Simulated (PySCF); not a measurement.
# What a mistake does to a calculation on BH6NSi2

All numbers below are calculated, not measured. The program is PySCF 2.14.0, an open-source quantum chemistry code, run on an isolated molecule that a program drew, which may never have been made. The molecule is BH6NSi2 (charge 0, singlet), drawn as the SMILES string `B[SiH2]N=[SiH2]`.

Each row is a Hartree-Fock (HF) and frozen-core CCSD(T) single point in the cc-pV(D+d)Z basis, meant for a local HF minimum. Run 1 is clean. Each other run has one planted mistake out of seven kinds, and not every kind appears here: one electron removed, one electron added, multiplicity raised by two, geometry at a saddle point, minimal basis STO-3G, one bond length entered in bohr, all coordinates scaled. The reference is restricted for singlets and unrestricted otherwise, and also for a bond in bohr. Adding or removing an electron swaps singlet and doublet. Electrons count all cores. HOMO and LUMO are orbital energies over both spins, the gradient is its largest component, and the lowest frequency (negative if imaginary) is given only where the gradient is small. Bond lengths are over the 9 bonds as drawn. T1 is the CCSD diagnostic: over 0.02 (restricted) or 0.045 (unrestricted) a single reference is doubtful.

Geometry of the clean run:
```xyz
10
BH6NSi2, angstrom
B    -2.7104   -1.2762    0.5970
Si   -2.0435    0.6312    0.3399
N    -0.7457    0.7583   -0.7519
Si    0.6149    0.9043   -1.4817
H    -3.6984   -1.4775    1.2538
H    -2.1578   -2.2405    0.1384
H    -3.1855    1.4661   -0.1255
H    -1.6897    1.1421    1.6981
H     1.9252    1.0974   -0.8317
H     0.7640    0.8613   -2.9464
```

| run | electrons | basis functions | <S^2> | HOMO (eV) | LUMO (eV) | gradient (hartree/bohr) | lowest frequency (cm^-1) | mean bond (Å) | longest bond (Å) | T1 | HF (hartree) | CCSD(T) (hartree) | mistake |
|---|---|---|---|---|---|---|---|---|---|---|---|---|---|
| 1 | 46 | 104 | 0.000 | -9.79 | 1.56 | 5.5e-06 | 34 | 1.5139 | 2.037 | 0.0171 | -660.45628 | -660.96602 | no fault |
| 2 | 46 | 104 | 0.865 | -9.39 | 0.98 | 1.4e-02 | - | 1.6598 | 2.788 | 0.0372 | -660.35076 | -660.85091 | one bond length entered in bohr |
| 3 | 46 | 104 | 2.014 | -7.11 | -0.84 | 6.0e-02 | - | 1.5139 | 2.037 | 0.0209 | -660.34585 | -660.84614 | multiplicity raised by two |
| 4 | 46 | 104 | 0.000 | -9.60 | 1.37 | 4.0e-02 | - | 1.5881 | 2.137 | 0.0188 | -660.43397 | -660.95429 | all coordinates scaled |
| 5 | 46 | 34 | 0.000 | -6.47 | 6.59 | 2.9e-02 | - | 1.5139 | 2.037 | 0.0144 | -652.70567 | -652.94760 | ? |

**Which mistake was planted in run 5, and what did it cost?**

It has 34 basis functions where the clean run has 104, with the same electrons and geometry. So the mistake is: minimal basis STO-3G. Subtracting run 1 and multiplying by 627.51 kcal/mol a hartree, the energy moved by 4863.6 kcal/mol in HF and 5031.6 kcal/mol in CCSD(T).

